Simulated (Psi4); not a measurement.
Here is a job for Psi4.
```
memory 2 GB

molecule mol {
0 2
F    -1.034034   -1.262326   -0.413136
Ge    0.002856    0.009445    0.381250
F     1.595920   -0.278150   -0.457217
F    -0.572039    1.506892   -0.485203
}

set {
  basis def2-svp
  reference uks
}

energy('x3lyp')
print_variables()
```

Q: What is the computed <S^2> (X3LYP/def2-SVP in Psi4 1.11)?

A: 0.754

Q: What is the computed nuclear repulsion energy (X3LYP/def2-SVP)?

A: 296.5779 Eh

Q: Give the number of basis functions at the level X3LYP/def2-SVP.

A: 74

Q: Give the dipole moment at the level X3LYP/def2-SVP.

A: 3.22 D

These values belong to the state on which the SCF converged, which isn't shown to be the lowest.
